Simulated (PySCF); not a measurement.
ZrCl3, SMILES [Cl][Zr+]([Cl])[Cl], charge +1, multiplicity 1.

Geometry optimised at B3LYP-D3(BJ)/def2-SVP. The multiplicity is an assumed one; other spin states were not compared. The isomer is the one that the SMILES or the coordinates give; other isomers of the formula were not compared. The def2 effective core potentials stand for the cores of Zr; spin–orbit coupling is left out.

Level of theory: PySCF with HF/def2-TZVPD.

The molecule is in vacuum.

- total energy: -1425.02207 hartree
- point group: C3v
- highest occupied level: -17.65 eV
- lowest empty level: -6.24 eV
- orbital gap: 11.41 eV
- dipole moment about the centre of nuclear charge: 4.92 D
- mean static polarisability: 67.3 bohr³ (9.97 Å³)
- polarisability, principal values: 48.7, 76.6, 76.6 bohr³
